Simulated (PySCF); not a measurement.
## Computed structure and properties of TmCl3(H2O)

System: TmCl3(H2O) (singlet in the valence; each metal's 4f electrons, 12 of them, lie in its core potential, out of spins and levels); start: template (Cs). Method: PySCF 2.14.0, RKS PBE0, Tm lcecp-1-SVP with ECP58, Cl def2-SVP, O def2-SVP, H def2-SVP; non-relativistic Hamiltonian with scalar-relativistic core potentials where named; density fitting; no spin-orbit coupling.

Input of the relaxation:

```python
mol = gto.M(atom='''
Tm    -0.08999     0.08999    -0.08999
Cl     1.39731     1.57729     1.39731
Cl    -1.57729    -1.39731     1.39731
Cl     1.39731    -1.39731    -1.57729
O     -1.48139     1.48139    -1.48139
H     -1.82209     2.36649    -1.27759
H     -1.82209     1.27759    -2.36649''',
    basis={'Tm': 'lcecp-1-SVP', 'Cl': 'def2-SVP', 'O': 'def2-SVP', 'H': 'def2-SVP'},
    ecp={'Tm': 'lcecp-1-SVP'},
    charge=0, spin=0)
mf = dft.RKS(mol, xc='PBE0')
mf.grids.atom_grid = (50, 194)  # f atoms: unpruned, at least (60, 302)
mf = mf.density_fit()  # fitting sets: Tm AutoAux, Cl def2-universal-JKFIT, O def2-universal-JKFIT, H def2-universal-JKFIT
mf.conv_tol = 1e-08; mf.max_cycle = 55
mf.kernel(dm0)  # dm0: converged density of the start geometry
# quasi-Newton relaxation in Cartesian coordinates to a largest gradient under 0.00045 Eh/bohr, steps kept in the point group
```

Run from Python with OMP_NUM_THREADS=2; the lines above give its settings. Where DIIS fails, smearing, a level shift and second-order steps follow.
It took 93 s on 2 threads of Arm Neoverse V2, with other jobs on the host, from the converged density of the start.

Course of the relaxation:

| step | energy above end (eV) | largest force component within the symmetry (eV/Å) |
| --- | --- | --- |
| 0 | 0.4918 | 0.955 |
| 1 | 0.2053 | 0.521 |
| 2 | 0.0858 | 0.206 |
| 3 | 0.0626 | 0.156 |
| 4 | 0.0125 | 0.096 |
| 5 | 0.0055 | 0.076 |
| 6 | 0.0038 | 0.021 |
| 7 | 0.0035 | 0.018 |
| 14 | 0.0005 | 0.015 |
| 15 | 0.0005 | 0.149 |
| 16 | 0.0002 | 0.011 |
| 17 | 0.0001 | 0.015 |
| 18 | 0.0001 | 0.067 |
| 19 | 0.0000 | 0.020 |
(The steps between are left out.)

Relaxed geometry (Cs):

```xyz
7

Tm   -0.0534   -0.0490    0.0490
Cl    1.0375    1.8497    1.1597
Cl   -1.6660   -1.3510    1.3510
Cl    1.0375   -1.1597   -1.8497
O    -1.3470    1.3111   -1.3111
H    -1.5034    2.2510   -1.1459
H    -1.5034    1.1459   -2.2510
```

```csv
contact,Å
Tm1–Cl2 (Cl),2.455
Tm1–Cl3 (Cl),2.448
Tm1–Cl4 (Cl),2.455
Tm1–O5 (H2O),2.318
```

On the finer grid (75, 302):

```
HOMO                                                          : -8.45 eV
LUMO                                                          : -1.37 eV
Dipole about the centre of mass                               : 5.92 D
Set of Mulliken populations of Tm1 outside the core potential : s 2.31, p 6.45, d 1.35, f 0.04
D3(BJ) dispersion energy (not in the energies)                : -0.177 eV
```

```csv
atom,Mulliken (e),Löwdin (e),spin (e)
Tm1,0.84,-0.19,0.00
Cl2,-0.36,-0.05,0.00
Cl3,-0.35,-0.04,0.00
Cl4,-0.36,-0.05,0.00
O5,-0.28,0.03,0.00
H6,0.25,0.15,0.00
H7,0.25,0.15,0.00
```

The 4f levels lie in the core potential and are missing. Their spin isn't counted.

On the grid (50, 194), as all that follows. Harmonic modes: a minimum within the noise of the softest modes; lowest -21 cm⁻¹ (negative: unstable), highest 3925 cm⁻¹, zero-point energy 0.737 eV.

Taking off one Cl (charge -1, singlet; the rest: singlet) in vacuum, both parts rigid, costs 9.17 eV; the small basis without counterpoise inflates it. Most of it is the attraction of opposite charges; other ways to part are cheaper, and one spin state was tried for the rest.

Rigid scan of Cl along the line from its metal:

| distance to Cl2 (Å) | energy (eV) |
| --- | --- |
| 2.16 | 0.801 |
| 2.26 | 0.310 |
| 2.36 | 0.068 |
| 2.46 | 0.000 |
| 2.56 | 0.053 |
| 2.66 | 0.188 |
| 2.86 | 0.602 |
| 3.16 | 1.359 |
| 3.56 | 2.344 |
| 4.06 | 3.364 |

Taking off one H2O (charge 0, singlet; the rest: singlet) in vacuum, both parts rigid, costs 1.62 eV; the small basis without counterpoise inflates it.

Rigid scan of H2O along the line from its metal:

distance to O5 (Å), energy (eV) and a bar:
```
     2.02      0.486 ############
     2.12      0.183 #####
     2.22      0.039 #
     2.32      0.000 
     2.42      0.027 #
     2.52      0.094 ##
     2.72      0.284 #######
     3.02      0.585 ###############
     3.42      0.907 #######################
     3.92      1.172 ##############################
```

One start shape was tried, so this needn't be the lowest isomer.

An lcecp potential fixes the number of 4f electrons, so in runs with it no electron can move into or out of that shell.
